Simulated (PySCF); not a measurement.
Ligand exchange on a metal centre used in film growth or etching (Cd OH-Br). Isolated molecules, 0 K electronic values unless said otherwise. One relaxed conformer stands for each flexible species; it need not be the lowest.

Level of theory: PBE-D3(BJ)/def2-TZVP // r2SCAN-D4/def2-SVP (PySCF). 

```
species                                  LUMO (eV)  mean distance from the central atom to its bonded neighbours (Å)
---------------------------------------  ---------  ----------------------------------------------------------------
0 of 2 OH replaced by Br ([Cd(OH)2])             ?                                                             1.961
1 of 2 OH replaced by Br ([Cd(OH)(Br)])      -2.78                                                             2.184
2 of 2 OH replaced by Br ([Cd(Br)2])         -3.16                                                             2.404
```

Question: What belongs in the gaps?

Answer: 
- 0 of 2 OH replaced by Br ([Cd(OH)2]), LUMO (eV): -2.35
